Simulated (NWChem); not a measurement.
System: CH$_{7}$NSi; SMILES C[SiH2]N

The following NWChem deck was run.

```
start job
memory heap 200 mb stack 900 mb global 1100 mb
geometry units angstroms noautosym nocenter noautoz
  Si    -0.475948     0.066107     0.000000
  C      0.449887    -1.583578     0.000000
  N      0.478052     1.522607     0.000000
  H     -1.331693     0.120972     1.218600
  H     -1.331693     0.120972    -1.218600
  H      1.086897    -1.691274    -0.886133
  H      1.086897    -1.691274     0.886133
  H     -0.262413    -2.419104     0.000000
  H      0.999992     1.774176    -0.831409
  H      0.999992     1.774176     0.831409
end
basis spherical
  Si library 6-311g**
  C library 6-311g**
  N library 6-311g**
  H library 6-311g**
end
dft
  xc bhlyp
  iterations 150
end
tddft
  cis
  ecut -13.0
  nroots 6
  notriplet
end
task tddft energy
```

Output (shortened):

```
             Northwest Computational Chemistry Package (NWChem) 7.3.0
             --------------------------------------------------------

                             Geometry "geometry" -> ""
                             -------------------------

 Output coordinates in angstroms (scale by  1.889725989 to convert to a.u.)

  No.       Tag          Charge          X              Y              Z
 ---- ---------------- ---------- -------------- -------------- --------------
    1 Si                  14.0000    -0.47594800     0.06610700     0.00000000
    2 C                    6.0000     0.44988700    -1.58357800     0.00000000
    3 N                    7.0000     0.47805200     1.52260700     0.00000000
    4 H                    1.0000    -1.33169300     0.12097200     1.21860000
    5 H                    1.0000    -1.33169300     0.12097200    -1.21860000
    6 H                    1.0000     1.08689700    -1.69127400    -0.88613300
    7 H                    1.0000     1.08689700    -1.69127400     0.88613300
    8 H                    1.0000    -0.26241300    -2.41910400     0.00000000
    9 H                    1.0000     0.99999200     1.77417600    -0.83140900
   10 H                    1.0000     0.99999200     1.77417600     0.83140900

 Effective nuclear repulsion energy (a.u.)     115.3900659322

                                 NWChem DFT Module
                                 -----------------

 Summary of "ao basis" -> "ao basis" (spherical)
 ------------------------------------------------------------------------------
       Tag                 Description            Shells   Functions and Types
 ---------------- ------------------------------  ------  ---------------------
 Si                         6-311g**                12       26   6s5p1d
 C                          6-311g**                 8       18   4s3p1d
 N                          6-311g**                 8       18   4s3p1d
 H                          6-311g**                 4        6   3s1p

[...]

                                NWChem TDDFT Module
                                -------------------

            General Information
            -------------------
           No. of orbitals :     208
            Alpha orbitals :     104
             Beta orbitals :     104
        Alpha frozen cores :       0
         Beta frozen cores :       0
     Alpha frozen virtuals :       0
      Beta frozen virtuals :       0
         Spin multiplicity :       1
    Number of AO functions :     104
        Use of symmetry is : off
      Symmetry adaption is : off
         Schwarz screening :  0.10D-07

              XC Information
              --------------
                 BHLYP Method XC Functional
              Hartree-Fock (Exact) Exchange   0.50
                 Slater Exchange Functional   0.50 local
             Becke 1988 Exchange Functional   0.50 non-local
       Lee-Yang-Parr Correlation Functional   1.00

             TDDFT Information
             -----------------
          Calculation type : Tamm-Dancoff TDDFT
         Wavefunction type : Restricted singlets
          No. of electrons :      34
           Alpha electrons :      17
            Beta electrons :      17
              No. of roots :       6
          Max subspacesize :    5200
            Max iterations :     100
               Target root :       1
           Target symmetry : none
             Energy Cutoff :-0.13D+02
      Symmetry restriction : off
                 Algorithm : Optimal
        Davidson threshold :  0.10D-03

    6 smallest eigenvalue differences (eV)
--------------------------------------------------------
  No. Spin  Occ  Vir  Irrep   E(Occ)    E(Vir)   E(Diff)
--------------------------------------------------------
    1    1    2   18 a       -14.764     0.059   403.340
    2    1    2   19 a       -14.764     0.084   404.040
    3    1    2   20 a       -14.764     0.120   405.006
    4    1    2   21 a       -14.764     0.126   405.167
    5    1    2   22 a       -14.764     0.133   405.373
    6    1    2   23 a       -14.764     0.136   405.453
--------------------------------------------------------

  Entering Davidson iterations
  Restricted singlet excited states

  Iter   NTrls   NConv    DeltaV     DeltaE      Time
  ----  ------  ------  ---------  ---------  ---------
    1      6       0     0.11E+00   0.10+100       16.7
    2     12       0     0.40E-01   0.47E-01       16.7
    3     18       0     0.13E-01   0.30E-02       16.5
    4     24       1     0.21E-02   0.11E-03       15.9
    5     29       4     0.14E-03   0.12E-05       14.9
    6     31       6     0.92E-04   0.73E-08       11.4
  ----  ------  ------  ---------  ---------  ---------
  Convergence criterion met

  Ground state a        -386.565671284202 a.u.

  ----------------------------------------------------------------------------
  Root   1 singlet a             14.661681369 a.u.              398.9648 eV
  ----------------------------------------------------------------------------
     Transition Moments    X  0.02847   Y -0.00371   Z -0.00000
     Dipole Oscillator Strength                    0.0080567944
     Electric Quadrupole                           0.0001249057
     Magnetic Dipole                               0.0001991663
     Total Oscillator Strength                     0.0083808665

[...]
```

Level: BHandHLYP/6-311G** (spherical d), restricted-window TDA. All runs use the structure optimised with B3LYP/6-31G* (spherical d). The quadrupole and magnetic terms of the printed total strengths depend on the origin.
